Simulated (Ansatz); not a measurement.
A nudged elastic band was laid between two geometries of Cl2H2OSn + ClH (8 atoms, charge 0, multiplicity 1).

The calculation used Ansatz 0.2.0, RKS PBE0/def2-SVP.

- movable images: 5
- climbing image: yes
- spring: 5.0 eV/Å²
- optimiser: quadratic models (default)
- start path: through a guess of the saddle point
- force threshold: 0.05 eV/Å
- iteration limit: 60
- end points: relaxed

Initial state:

```xyz
8
Properties=species:S:1:pos:R:3
Sn -0.112 0.015 -0.087
O -0.144 -0.213 1.890
H -0.991 0.008 2.300
H 1.472 -0.041 -0.670
Cl -1.102 2.102 -0.439
Cl -1.568 -1.545 -1.019
Cl 1.622 -2.564 1.623
H 0.816 -1.637 2.099
```

Final state:

```xyz
8
Properties=species:S:1:pos:R:3
Sn -0.043 -0.655 -0.186
O 0.695 0.123 2.096
H -0.058 0.646 2.408
H 1.430 0.090 -0.562
Cl -1.840 0.708 0.504
Cl -0.865 -1.441 -2.246
Cl 0.000 -2.659 1.056
H 0.675 -0.687 2.627
```

Which bonds break or form, and what moves?

Bonds broken: Sn1–O2, Cl7–H8. Bonds formed: Sn1–Cl7, O2–H8. Cl2H2OSn + ClH becomes Cl3H3OSn.

What energy profile does the band end with?

It converged. The highest image is number 1 of 0 to 6, 0.093 eV above the first end and 0.981 eV above the last; the last end lies 0.888 eV below the first. A vibrational analysis at the climbing image gives one clearly imaginary mode, 427i cm⁻¹: a first-order saddle point. The orbitals stay closed-shell, which can raise the energy where a bond breaks towards radicals; this wasn't checked here.

```
image  path coordinate (Å)  energy (eV)  Sn1–O2 (Å)  Cl7–H8 (Å)  Sn1–Cl7 (Å)
    0                 0.00        0.000        1.99        1.32         3.55
    1                 0.77        0.093        2.05        1.46         2.90
    2                 1.51       -0.415        2.24        2.08         2.50
    3                 2.25       -0.524        2.32        2.41         2.42
    4                 2.99       -0.630        2.39        2.43         2.40
    5                 3.72       -0.796        2.46        2.45         2.38
    6                 4.46       -0.888        2.52        2.61         2.36
```

What is the geometry of the highest image?


```xyz
8
Properties=species:S:1:pos:R:3
Sn 0.055 -0.164 -0.058
O -0.061 -0.209 1.991
H -0.908 0.027 2.396
H 1.597 0.051 -0.712
Cl -1.100 1.872 -0.295
Cl -1.434 -1.685 -0.991
Cl 1.308 -2.390 1.324
H 0.536 -1.378 2.043
```

What are the harmonic wavenumbers there?

427i, 64, 94, 121, 136, 181, 342, 375, 392, 494, 576, 606, 680, 835, 1072, 1452, 2019, 3850 cm⁻¹.

The run took 3.7 min on 4 threads of Arm Neoverse V1, on a shared host, peak memory 0.33 GiB.
